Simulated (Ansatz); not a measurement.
These are frozen-core CCSD(T)/def2-TZVPP // BP86-D3(BJ)/def2-SVP (Ansatz, a first-principles code) values and carry that method's errors.

Ansatz 0.2 input:
```yaml
crystal:
  periodic: [false, false, false]
  atoms:
    - { symbol: Nb, position_ang: [0.004098, -0.00542, 0.000797] }
    - { symbol: Cl, position_ang: [-1.653607, 0.961527, -1.333585] }
    - { symbol: Cl, position_ang: [0.37578, -1.590963, -1.609265] }
    - { symbol: Cl, position_ang: [1.181029, 1.958832, -0.035961] }
    - { symbol: Cl, position_ang: [1.660987, -0.972236, 1.336267] }
    - { symbol: Cl, position_ang: [-1.542912, -0.385109, 1.646428] }
basis:
  gaussian: { orbitals: def2-TZVPP }
correlation:
  method: ccsd_t
```

Output:

```
Functional definition: HF
1634 factors; integrals over basis functions are off by at most 4.7e-4 eV
mean field evaluation 1: about -64053.2204 eV, gradient 5.1e1 eV
mean field evaluation 2: about -64053.5918 eV, gradient 5.2e1 eV
mean field evaluation 4: about -64060.7082 eV, gradient 3.7e0 eV
mean field evaluation 8: about -64060.8116 eV, gradient 1.6e-1 eV
mean field evaluation 16: about -64042.1877 eV, gradient 9.6e1 eV
mean field -64060.81189891 eV, -2354.1914153070 hartree, gradient 5.6e-6 eV, S^2 0.000000; 0 other end points of the search recorded, 0 dependent functions left out
25 core orbitals not correlated
reference -64060.81189891 eV, -2354.1914153070 hartree; 24, 24 occupied and 217, 217 virtual orbitals, 1634 factors
second order -38.89300667 eV of doubles, -0.00000000 eV of singles
cycle   1  -37.98784869 eV  change    9.1e-1 eV  update   2.9e-1
cycle   2  -39.33411761 eV  change    -1.3e0 eV  update   2.0e-1
cycle   3  -39.72467459 eV  change   -3.9e-1 eV  update   5.1e-2
cycle   4  -39.70622761 eV  change    1.8e-2 eV  update   2.1e-2
cycle   5  -39.68985849 eV  change    1.6e-2 eV  update   8.9e-3
cycle   6  -39.68498883 eV  change    4.9e-3 eV  update   3.7e-3
cycle   7  -39.68595376 eV  change   -9.6e-4 eV  update   1.9e-3
cycle   8  -39.68634183 eV  change   -3.9e-4 eV  update   9.3e-4
cycle   9  -39.68664200 eV  change   -3.0e-4 eV  update   4.6e-4
cycle  10  -39.68705192 eV  change   -4.1e-4 eV  update   2.5e-4
cycle  11  -39.68679996 eV  change    2.5e-4 eV  update   1.3e-4
cycle  12  -39.68665926 eV  change    1.4e-4 eV  update   7.1e-5
cycle  13  -39.68672598 eV  change   -6.7e-5 eV  update   2.8e-5
cycle  14  -39.68671066 eV  change    1.5e-5 eV  update   8.0e-6
perturbative correction -2.31812973 eV, -0.0851896964 hartree
Total energy: -64102.81673930 eV, -2355.7350647195 hartree
```

Cost: around 27 core-minutes (rough).
